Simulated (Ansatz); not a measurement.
Geometry optimisation, Ansatz 0.2.0, RKS PBE/def2-SVP.

Input file:

```yaml
crystal:
  periodic: [false, false, false]
  atoms:
    - { symbol: Mg, position_ang: [0.1824, 0.5564, 0.2762] }
    - { symbol: Br, position_ang: [3.2118, 0.7354, 0.5829] }
    - { symbol: C, position_ang: [-1.4178, 0.0842, -0.972] }
    - { symbol: H, position_ang: [2.0955, -0.4551, 1.7187] }
    - { symbol: F, position_ang: [0.9954, -0.8462, 1.9756] }
    - { symbol: H, position_ang: [-2.004, -0.6847, -0.4803] }
    - { symbol: H, position_ang: [-2.0584, 0.927, -1.2066] }
    - { symbol: H, position_ang: [-1.005, -0.3169, -1.8945] }
basis:
  gaussian: { orbitals: def2-SVP }
hamiltonian:
  xc: pbe
relax:
  f_tol: 0.15
  max_steps: 25
  restrain:
    - { distance: [0, 4], at: 3.28, k: 30.0 }
    - { distance: [3, 1], at: 2.81, k: 30.0 }
    - { distance: [0, 1], at: 2.61, k: 30.0 }
    - { distance: [3, 4], at: 0.88, k: 30.0 }
output:
  orbitals: {}
```

Command:

```bash
$ ansatz run input.yaml --threads 2 --pin off --max-ram 3072MiB --backend cpu --events-out ev --progress --plain --runs-dir out
```

Where does it end, and by what steps?

The run converged. The restraints hold the end off the free minimum. After 8 steps the energy has fallen by 0.351 eV (the restraints' own energy left out); Mg1 moved furthest, 0.64 Å. Joined: H4–F5 (1.20 → 0.92 Å).

```json
{"step": "0", "energy less start (eV)": "0.0000", "largest force component (eV/Å)": "1.933", "accepted": "yes"}
{"step": "1", "energy less start (eV)": "-0.0652", "largest force component (eV/Å)": "1.726", "accepted": "yes"}
{"step": "2", "energy less start (eV)": "-0.0538", "largest force component (eV/Å)": "2.591", "accepted": "yes"}
{"step": "3", "energy less start (eV)": "-0.1416", "largest force component (eV/Å)": "3.382", "accepted": "yes"}
{"step": "4", "energy less start (eV)": "-0.3016", "largest force component (eV/Å)": "1.152", "accepted": "yes"}
{"step": "5", "energy less start (eV)": "-0.3500", "largest force component (eV/Å)": "1.123", "accepted": "yes"}
{"step": "6", "energy less start (eV)": "-0.2736", "largest force component (eV/Å)": "1.884", "accepted": "no"}
{"step": "7", "energy less start (eV)": "-0.3168", "largest force component (eV/Å)": "1.572", "accepted": "no"}
{"step": "8", "energy less start (eV)": "-0.3514", "largest force component (eV/Å)": "1.144", "accepted": "yes"}
```

```xyz
8
Properties=species:S:1:pos:R:3
Mg 0.496 0.568 -0.278
Br 2.909 1.158 0.400
C -1.393 0.133 -1.066
H 2.024 -0.782 2.218
F 1.215 -1.189 2.383
H -1.926 -0.581 -0.404
H -2.036 1.030 -1.184
H -1.290 -0.338 -2.069
```

Time of the run: 12 s on 2 threads of Intel(R) Xeon(R) Platinum 8488C (Sapphire Rapids), with other jobs on the host, peak memory 0.17 GiB.
